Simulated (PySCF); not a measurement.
A structure optimised at PBE0-D3(BJ)/def2-SVP, used in a PySCF frequency run:

```xyz
5

F      2.2205     0.1575     0.0000
B      1.0623    -0.4205     0.0000
B     -0.5642    -0.0176     0.0000
F     -1.2486     0.0429    -1.1313
F     -1.2486     0.0429     1.1313
```
Charge 0, spin multiplicity 2.

**Question.** Write its SMILES, formula and point group.

**Answer.** F[B]B(F)F, B₂F₃, Cs

**Question.** What are its rotational constants (standard atomic weights)?

**Answer.** 9.8932, 2.9553, 2.3270 GHz
